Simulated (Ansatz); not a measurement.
Born–Oppenheimer molecular dynamics of BClH$_{3}$NO (7 atoms, charge 0, multiplicity 1). It starts from a relaxed structure.

These are results of Ansatz 0.2.0, RKS B3LYP-D4/def2-SVP, not measurements.

```json
{
 "ensemble": "NVT, Langevin thermostat",
 "time step": "0.5 fs",
 "steps asked": "500",
 "set temperature": "100 K",
 "friction": "0.02 /fs",
 "masses": "H 3.016 u",
 "seed": "715833"
}
```

First frame:

```xyz
7
Properties=species:S:1:pos:R:3
B -0.090 0.011 -0.005
O 0.008 -0.255 1.327
H -0.834 -0.450 1.755
Cl 1.440 0.392 -0.854
N -1.283 0.007 -0.749
H -2.195 -0.201 -0.363
H -1.290 0.215 -1.739
```

(1) How far do the bonds stretch over the last three quarters of this one trajectory? (Pairs bonded in most of those frames.)

## Answers

(1) 
| bond | mean (Å) | spread (Å) | shortest | longest |
| --- | --- | --- | --- | --- |
| B1–O2 | 1.361 | 0.015 | 1.33 | 1.39 |
| B1–Cl4 | 1.788 | 0.020 | 1.75 | 1.82 |
| B1–N5 | 1.408 | 0.013 | 1.38 | 1.44 |
| O2–H3 | 0.965 | 0.009 | 0.95 | 0.99 |
| N5–H6 | 1.014 | 0.016 | 0.98 | 1.05 |
| N5–H7 | 1.013 | 0.011 | 0.99 | 1.04 |

Mean temperature of the second half: 101 K. A run of 0.25 ps of so small a system gives no equilibrium averages.

Time of the run: 8.2 min on 2 threads of AMD EPYC 7R43 64-Core Processor (Zen 3), with other jobs on the host, peak memory 0.16 GiB.
